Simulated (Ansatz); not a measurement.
`FBN[CH2][SnH3]` + `O[Si](Cl)(Cl)Cl` → `Cl[Si](Cl)(Cl)[SnH3]` + `OCNBF`  (redistribution)

Computed with Ansatz on PBE0-D4/def2-TZVP structures; ΔE is electronic, products minus reactants. CCSD(T)/CBS adds triple-zeta CCSD(T) − MP2 to the extrapolated MP2 energy (def2 sets, frozen cores). Functionals use def2-TZVPP. B3LYP here is the variant with VWN-RPA as its local correlation; programs differ in this. Elements past krypton have def2 core potentials. For Sn outer-core shells are correlated without core-valence functions, which leaves a few kJ/mol of doubt a bond. One conformer a species, not always the lowest.

(1) Is it downhill or uphill in electronic energy at CCSD(T)/CBS, and by how much? (Best estimate.)

(2) What do these levels give: PBE-D4, B3LYP-D4, B2PLYP, MP2/def2-TZVPP, HF/def2-QZVPP, SCS-MP2/def2-QZVPP? (Best estimate.)

Largest T1 diagnostic among the species: 0.013.

## Answers

(1) The calculation gave: Uphill: ΔE = +29.2 kcal/mol.

(2) Computed: PBE-D4 24.0, B3LYP-D4 27.1, B2PLYP 28.7, MP2/def2-TZVPP 31.3, HF/def2-QZVPP 28.9, SCS-MP2/def2-QZVPP 30.6 kcal/mol.

In def2-TZVPP, CCSD(T) changes the Hartree–Fock value by +1.1 kcal/mol (the triples alone add −0.0 kcal/mol) and MP2 by +2.8 kcal/mol. From PBE to PBE0 (25 % exact exchange), in def2-TZVPP and without D4, ΔE moves by +1.2 kcal/mol.
